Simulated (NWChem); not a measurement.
System: morpholine (C₄H₉NO); SMILES C1COCCN1

NWChem input:

```
start job
memory heap 200 mb stack 900 mb global 1100 mb
geometry units angstroms noautosym nocenter noautoz
  C     -0.222829     0.713599     1.204993
  C      0.222832    -0.747761     1.174408
  O     -0.244589    -1.400913     0.000000
  C      0.222832    -0.747761    -1.174408
  C     -0.222829     0.713599    -1.204993
  N      0.282219     1.375888     0.000000
  H     -1.326701     0.741341     1.281769
  H      0.191601     1.210316     2.090639
  H      1.323258    -0.794594     1.221310
  H     -0.192015    -1.302704     2.021470
  H      1.323258    -0.794594    -1.221310
  H     -0.192015    -1.302704    -2.021470
  H      0.191601     1.210316    -2.090639
  H     -1.326701     0.741341    -1.281769
  H      0.012177     2.356651     0.000000
end
basis spherical
  * library def2-svp
end
dft
  xc xpbe96 cpbe96
  iterations 150
end
cosmo
  do_cosmo_smd true
  solvent dioxane
end
task dft energy
```

Output (shortened):

```
             Northwest Computational Chemistry Package (NWChem) 7.3.0
             --------------------------------------------------------

                             Geometry "geometry" -> ""
                             -------------------------

 Output coordinates in angstroms (scale by  1.889725989 to convert to a.u.)

  No.       Tag          Charge          X              Y              Z
 ---- ---------------- ---------- -------------- -------------- --------------
    1 C                    6.0000    -0.22282900     0.71359900     1.20499300
    2 C                    6.0000     0.22283200    -0.74776100     1.17440800
    3 O                    8.0000    -0.24458900    -1.40091300     0.00000000
    4 C                    6.0000     0.22283200    -0.74776100    -1.17440800
    5 C                    6.0000    -0.22282900     0.71359900    -1.20499300
    6 N                    7.0000     0.28221900     1.37588800     0.00000000
    7 H                    1.0000    -1.32670100     0.74134100     1.28176900
    8 H                    1.0000     0.19160100     1.21031600     2.09063900
    9 H                    1.0000     1.32325800    -0.79459400     1.22131000
   10 H                    1.0000    -0.19201500    -1.30270400     2.02147000
   11 H                    1.0000     1.32325800    -0.79459400    -1.22131000
   12 H                    1.0000    -0.19201500    -1.30270400    -2.02147000
   13 H                    1.0000     0.19160100     1.21031600    -2.09063900
   14 H                    1.0000    -1.32670100     0.74134100    -1.28176900
   15 H                    1.0000     0.01217700     2.35665100     0.00000000

 Effective nuclear repulsion energy (a.u.)     262.8371155731

  pbe96 is a nonlocal functional; adding pw91lda local functional.

                                 NWChem DFT Module
                                 -----------------

 Summary of "ao basis" -> "ao basis" (spherical)
 ------------------------------------------------------------------------------
       Tag                 Description            Shells   Functions and Types
 ---------------- ------------------------------  ------  ---------------------
 C                          def2-svp                 6       14   3s2p1d
 O                          def2-svp                 6       14   3s2p1d
 N                          def2-svp                 6       14   3s2p1d
 H                          def2-svp                 3        5   2s1p

 in cosmo_initialize ...
 calling solv_data for solv:dioxane

 solvent parameters
 solvname_short: dioxane
 solvname_long:  1,4-dioxane
 dielec:        2.2099
 dielecinf:     2.0232
 nonaqueous SMD model solvent descriptors
 dielec:        2.2099
 sola:          0.0000
 solb:          0.6400
 solc:          0.0000
 solg:         47.1400
 solh:          0.0000
 soln:          1.4224

          ---------------
          -cosmo- solvent
          ---------------
 Cosmo: York-Karplus, doi: 10.1021/jp992097l
 dielectric constant -eps-     =   2.21
 screen = (eps-1)/(eps    )    =   0.54749
 surface charge correction     = lagrangian

   van der Waals surface
 --------------------------

[...]

                                COSMO-SMD solvation results
                                ---------------------------

             internal energy in gas <Psi(g)|H|Psi(g)> =      -287.221497927505
         internal energy in solvent <Psi(s)|H|Psi(s)> =      -287.221306109436
                               delta internal energy  =         0.000191818069 (    0.12 kcal/mol)
   total free energy in solvent <Psi(s)|H+V/2|Psi(s)> =      -287.225205418078
 polarization energy contribution <Psi(s)|V/2|Psi(s)> =        -0.003899308642 (   -2.45 kcal/mol)
    total free energy in solvent including G(SMD-CDS) =      -287.226594828247
                       G(SMD-CDS) energy contribution =        -0.001389410169 (   -0.87 kcal/mol)
     1 M fixed-concentration free energy of solvation =        -0.005096900742 (   -3.20 kcal/mol)

                       DFT Final Molecular Orbital Analysis
                       ------------------------------------

 Vector   22  Occ=2.000000D+00  E=-2.552265D-01
              MO Center= -6.4D-02, -9.0D-01, -4.5D-08, r^2= 2.8D+00
   Bfn.  Coefficient  Atom+Function         Bfn.  Coefficient  Atom+Function
  ----- ------------  ---------------      ----- ------------  ---------------
    33      0.324191   3 O  py               32      0.306307   3 O  px
    36      0.236007   3 O  py               35      0.215629   3 O  px
    19     -0.186438   2 C  py               47     -0.186438   4 C  py
    31     -0.162745   3 O  s               100      0.161116  10 H  s
   110      0.161116  12 H  s                 5      0.140345   1 C  py

 Vector   23  Occ=2.000000D+00  E=-2.063014D-01
              MO Center= -6.2D-04, -6.8D-01, -1.2D-08, r^2= 2.6D+00
   Bfn.  Coefficient  Atom+Function         Bfn.  Coefficient  Atom+Function
  ----- ------------  ---------------      ----- ------------  ---------------
    32      0.427233   3 O  px               33     -0.320279   3 O  py
    35      0.311072   3 O  px               36     -0.248080   3 O  py
    74     -0.195618   6 N  px                5     -0.178663   1 C  py
    61     -0.178663   5 C  py               73      0.174155   6 N  s
    95     -0.144796   9 H  s               105     -0.144796  11 H  s

 Vector   24  Occ=2.000000D+00  E=-1.807783D-01
              MO Center=  1.6D-01,  9.1D-01, -1.2D-10, r^2= 2.4D+00
   Bfn.  Coefficient  Atom+Function         Bfn.  Coefficient  Atom+Function
  ----- ------------  ---------------      ----- ------------  ---------------
    74      0.486683   6 N  px               77     -0.397629   6 N  px
    73     -0.224523   6 N  s                86     -0.188813   7 H  s
   121     -0.188813  14 H  s                85     -0.171676   7 H  s
   120     -0.171676  14 H  s                33     -0.135869   3 O  py
    72     -0.135204   6 N  s                96     -0.125477   9 H  s

 Vector   25  Occ=0.000000D+00  E= 3.749290D-02
              MO Center= -2.6D-01,  1.2D+00,  4.5D-08, r^2= 6.9D+00
   Bfn.  Coefficient  Atom+Function         Bfn.  Coefficient  Atom+Function
  ----- ------------  ---------------      ----- ------------  ---------------
     3      0.917928   1 C  s                59      0.917928   5 C  s
   126     -0.863320  15 H  s                91     -0.658449   8 H  s
   116     -0.658449  13 H  s                73      0.589422   6 N  s
    86     -0.540210   7 H  s               121     -0.540210  14 H  s
   101     -0.473391  10 H  s               111     -0.473391  12 H  s

 Vector   26  Occ=0.000000D+00  E= 6.372756D-02
              MO Center=  5.6D-01, -1.8D-01, -1.8D-08, r^2= 6.7D+00
   Bfn.  Coefficient  Atom+Function         Bfn.  Coefficient  Atom+Function
  ----- ------------  ---------------      ----- ------------  ---------------
    17      1.201525   2 C  s                45      1.201525   4 C  s
    96     -1.043872   9 H  s               106     -1.043872  11 H  s
    86      0.683020   7 H  s               121      0.683020  14 H  s
     3     -0.587722   1 C  s                59     -0.587722   5 C  s
    21      0.370240   2 C  px               49      0.370240   4 C  px

 Vector   27  Occ=0.000000D+00  E= 7.330901D-02
              MO Center= -6.5D-02,  5.0D-02,  1.0D-07, r^2= 9.4D+00
   Bfn.  Coefficient  Atom+Function         Bfn.  Coefficient  Atom+Function
  ----- ------------  ---------------      ----- ------------  ---------------
     3      1.201423   1 C  s                59     -1.201423   5 C  s
    17      0.923833   2 C  s                45     -0.923832   4 C  s
    91     -0.916370   8 H  s               116      0.916370  13 H  s
   101     -0.846540  10 H  s               111      0.846540  12 H  s
    86     -0.645692   7 H  s               121      0.645692  14 H  s

     Multipole analysis of the density
     ---------------------------------

     L   x y z        total         alpha         beta         nuclear
     -   - - -        -----         -----         ----         -------
     0   0 0 0     -0.000000    -24.000000    -24.000000     48.000000

     1   1 0 0     -0.114091     -0.079080     -0.079080      0.044068
     1   0 1 0      0.670219      0.260147      0.260147      0.149925
     1   0 0 1      0.000000      0.000000      0.000000     -0.000000

     2   2 0 0    -29.296238    -31.427496    -31.427496     33.558755
     2   1 1 0     -1.754114      1.846850      1.846850     -5.447815
     2   1 0 1      0.000000      0.000000      0.000000      0.000000
     2   0 2 0    -28.076707   -114.049427   -114.049427    200.022148
     2   0 1 1      0.000000      0.000000      0.000000     -0.000000
     2   0 0 2    -24.829754   -114.472667   -114.472667    204.115579
```

Level: PBE/def2-SVP, SMD on the gas-phase geometry. All runs use the structure optimised with B3LYP/6-31G* (spherical d). Solvent: 1,4-dioxane.
